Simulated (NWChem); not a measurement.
CH₂InNO; SMILES [InH2][N]=C=O

```xyz
6

In     0.0000     0.0000    -0.9425
H      0.0000     1.5850    -1.5920
H      0.0000    -1.5850    -1.5920
N      0.0000     0.0000     1.1041
C      0.0000     0.0000     2.3029
O      0.0000     0.0000     3.4775
```
Atoms are numbered in this order, from 1.

All runs: NWChem. All runs use the structure optimised with PBE0/def2-SVP. def2 effective core potentials on In; no spin-orbit coupling.

**Question.** What does the run give for PBE0/def2-TZVP? Quantities: highest occupied level (eV); orbital gap (eV); dipole (D).

**Answer.** 
| Property | Value |
|---|---|
| highest occupied level (eV) | -7.78 |
| orbital gap (eV) | 5.63 |
| dipole (D) | 4.33 |
